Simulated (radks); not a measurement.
Task: Valence configurations of Sr (all share [Kr]). All-electron calculation, scalar-relativistic Kohn-Sham, PBEsol, spin-polarised, spherical densities, finite nucleus; open shells are filled with parallel spins first (spin-orbit coupling, left out, can overturn this in heavy ions); Fermi nuclear charge, rms radius 4.224 fm. Program: a radial shooting solver on a logarithmic mesh with Libxc functionals. Order these by energy: 5p2; 4d2; 5s1.5 5p0.5; 5s1 5p1; 5s2; 4d1 5s1.

Result: From the lowest, in eV above it: 5s2 0.000; 5s1.5 5p0.5 1.007; 5s1 5p1 1.793; 4d1 5s1 1.824; 5p2 4.239; 4d2 4.309. NIST lists [Kr] 5s2 as the ground configuration; this level of theory agrees among the configurations tried. The energies are those of spherical high-spin densities, not of single terms. No valid solution was reached for [Kr] 4d1 5p1.
